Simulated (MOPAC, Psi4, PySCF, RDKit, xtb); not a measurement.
Two geometries of C₃H₆O₂, SMILES COC(C)=O, relaxed at B3LYP-D3(BJ)/def2-SVP with one dihedral held; other torsions can differ between them too.

Structure A

```
11

C     -1.9260     0.1949     0.0294
O     -0.6083     0.1968     0.5511
C      0.4488    -0.2629    -0.1652
C      0.1697    -0.7857    -1.5609
O      1.5425    -0.2365     0.3289
H     -2.2786    -0.8236    -0.2039
H     -2.0156     0.8208    -0.8741
H     -2.5692     0.6170     0.8126
H     -0.5344    -1.6320    -1.5377
H      1.1189    -1.1153    -1.9981
H     -0.2744    -0.0059    -2.1989
```

Structure B

```
11

C     -1.9073     0.1084     0.0129
O     -0.6060     0.1835     0.5817
C      0.4395    -0.1969    -0.2139
C      1.2813    -1.2563     0.4483
O      0.6924     0.3431    -1.2562
H     -2.2228    -0.9441    -0.0974
H     -1.9425     0.6055    -0.9702
H     -2.5936     0.6169     0.7025
H      1.5332    -0.9378     1.4714
H      2.1925    -1.4411    -0.1331
H      0.6963    -2.1861     0.5392
```

### Question
Which is lower in energy at the level DF-MP2 (frozen core)/cc-pVTZ // B3LYP-D3(BJ)/def2-SVP (Psi4), and by how much?

### Answer
A is lower, by 1.83 kcal/mol (dihedral C1–O2–C3–O5: 180° in A, 60° in B).

E(B) − E(A) in kcal/mol at the other levels, on the same two geometries: MMFF94 // B3LYP-D3(BJ)/def2-SVP (RDKit) 1.63; PBE0/def2-TZVP // B3LYP-D3(BJ)/def2-SVP (Psi4) 2.09; PBE0-D3(BJ)/def2-TZVP // B3LYP-D3(BJ)/def2-SVP (Psi4) 2.29; PBE/def2-TZVP // B3LYP-D3(BJ)/def2-SVP (Psi4) 2.61; PBE-D3(BJ)/def2-TZVP // B3LYP-D3(BJ)/def2-SVP (Psi4) 2.86; M06-2X/def2-TZVP // B3LYP-D3(BJ)/def2-SVP (Psi4) 1.91; HF/cc-pVTZ // B3LYP-D3(BJ)/def2-SVP (Psi4) -0.13; UFF // B3LYP-D3(BJ)/def2-SVP (RDKit) 6.93; PM6, restricted, heats of formation // B3LYP-D3(BJ)/def2-SVP (MOPAC) 0.63; PM3, restricted, heats of formation // B3LYP-D3(BJ)/def2-SVP (MOPAC) 0.77; GFN1-xTB // B3LYP-D3(BJ)/def2-SVP (xtb) 1.20; restricted B3LYP/6-31G*, spherical d // B3LYP-D3(BJ)/def2-SVP (PySCF) 1.56; restricted B3LYP/6-311+G**, spherical d, density fitting // B3LYP-D3(BJ)/def2-SVP (PySCF) 1.15; restricted Hartree-Fock/3-21G // B3LYP-D3(BJ)/def2-SVP (PySCF) -1.10; restricted B3LYP/3-21G // B3LYP-D3(BJ)/def2-SVP (PySCF) 1.03.
